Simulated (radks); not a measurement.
The hafnium ion Hf2+ inside a hard spherical wall (all orbitals vanish at R), configuration held at [Xe] 4f14 5d2 and not refilled when levels cross. Method: scalar-relativistic Kohn-Sham, LDA (Slater exchange, Perdew-Wang correlation), spin-polarised, spherical densities, point nucleus; open shells are filled with parallel spins first (spin-orbit coupling, left out, can overturn this in heavy ions); computed with a radial shooting solver on a logarithmic mesh with Libxc functionals. Eigenvalues in eV for spin up, with the zero of energy where the potential of the charges vanishes at infinity; a dash marks a level that is unbound or too diffuse for the functional's potential to be trusted. A positive occupied level is held by the wall or, in an anion where self-interaction has pushed it up, behind a barrier. The pressure on the wall is -dE/dV.

R (bohr)  E (hartree)  kinetic (hartree)    e(5s)    e(5p)    e(4f)  e(6s, empty)    e(5d)  e(6p, empty)  pressure (GPa)
free      -15068.3908          16508.360  -82.658  -51.283  -32.284       -18.260  -17.556       -12.436               0
15        -15068.3908          16508.360  -82.658  -51.283  -32.284       -18.260  -17.556       -12.436        < 0.0001
12        -15068.3908          16508.360  -82.658  -51.282  -32.284       -18.260  -17.556       -12.436        < 0.0001
10        -15068.3908          16508.360  -82.658  -51.282  -32.284       -18.260  -17.556       -12.431        < 0.0001
8         -15068.3907          16508.361  -82.650  -51.275  -32.276       -18.249  -17.549       -12.359         0.00634
7         -15068.3902          16508.367  -82.621  -51.247  -32.246       -18.197  -17.521       -12.152          0.0496
6         -15068.3875          16508.390  -82.500  -51.134  -32.120       -17.948  -17.397       -11.459           0.373
4         -15068.2959          16508.902  -80.827  -49.577  -30.318       -12.575  -15.097        -2.026            23.8
3.5       -15068.1594          16509.617  -79.381  -48.183  -28.667        -6.594  -12.698         6.828            82.4
3         -15067.7664          16511.683  -76.439  -45.150  -25.173         6.506   -7.518        24.587             344
2         -15061.1912          16541.788  -50.322  -14.281    4.080        118.77   37.804        156.88           11800
